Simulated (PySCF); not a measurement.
A GIAO shielding run with PySCF 2.14 (density fitting, non-relativistic, gas phase) on SMILES CCN[Si@@](C)(N)O, C₃H₁₂N₂OSi:

```
$ OMP_NUM_THREADS=1 python probes_run.py task.json out

{"job": {"kind": "nmr", "xc": "PBE0", "basis": "pcSseg-1"}, "charge": 0, "multiplicity": 1}
C      2.379629     0.224674     0.113484
C      1.434232    -0.974702     0.095374
N      0.244707    -0.760141    -0.697111
Si    -1.101165     0.174541    -0.149432
C     -1.605310    -0.454250     1.566456
N     -0.778715     1.872891    -0.009901
O     -2.287922    -0.034898    -1.268370
H      1.841886     1.099672     0.468499
H      2.752548     0.428381    -0.888336
H      3.226725     0.031385     0.767148
H      1.961468    -1.853556    -0.293961
H      1.111343    -1.195086     1.113285
H      0.477029    -0.662054    -1.675665
H     -1.640427    -1.538892     1.592484
H     -0.908170    -0.127176     2.329170
H     -2.588460    -0.086896     1.842556
H     -0.471231     2.346038    -0.846157
H     -1.481484     2.438462     0.439947
H     -2.576485    -0.919143    -1.476604
```

Hardware: 1 thread of an Intel Xeon, shared host. The job also computes population analyses, field gradients.

(1) How large is the calculation?

(2) How long does it take, and how much memory does it need?

Answers

(1) 66 electrons, 186 basis functions and 979 auxiliary functions.

(2) 86 s of wall time, with 13 SCF cycles and 4 response iterations; peak memory 0.84 GiB. Times on a shared host scatter by some tens of per cent.
